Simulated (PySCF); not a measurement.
Compound: C₄H₈O₂Si₂.
SMILES with atom numbers: `[O:1]=[C:2]1[O:3][CH2:4][Si@H:5]1[SiH:6]1[CH2:7][CH2:8]1`

Probes without a nucleus sit at each ring's centroid and 1 Å off its mean plane on both sides; NICS is minus the shielding there, NICSzz its component along the normal. Level: GIAO PBE0/pcSseg-1 (PySCF, non-relativistic, gas phase) on the GFN2-xTB geometry, one conformer.

Rings: 1. C2–O3–C4–Si5; 2. Si6–C7–C8.

```json
{"set": "P", "NICS(0)": "-30.5", "NICS(1), two faces": "-8.6 / -9.3", "NICS(1)zz, two faces": "-18.8 / -18.6"}
{"set": "Q", "NICS(0)": "-0.7", "NICS(1), two faces": "-1.9 / -1.4", "NICS(1)zz, two faces": "1.5 / 1.1"}
```

Task: Which set (ppm) belongs to which ring?

Result: P = 2, Q = 1.
- 1 (4-membered ring with O and Si; formal bonds all single): mean NICS(1)zz 1.3 ppm, near zero. C4, Si5 have four or more neighbours; no verdict on aromaticity is drawn.
- 2 (3-membered ring with Si; formal bonds all single): mean NICS(1)zz -18.7 ppm, shielded. Si6, C7, C8 have four or more neighbours; no verdict on aromaticity is drawn.

Task: How do the rings differ in shape?

Result: 
```
ring            bond lengths (Å)  rms pucker (Å)  HOMA  nearest outside atom to a NICS(1) probe (Å)
   1  1.348, 1.439, 1.944, 1.940            0.01     –                                hydrogen 1.76
   2         1.895, 1.525, 1.892            0.00     –                                hydrogen 1.57
```

The values belong to the conformer `[O:1]=[C:2]1[O:3][CH2:4][Si@H:5]1[SiH:6]1[CH2:7][CH2:8]1`: C4–Si5–Si6–C7 -96°.
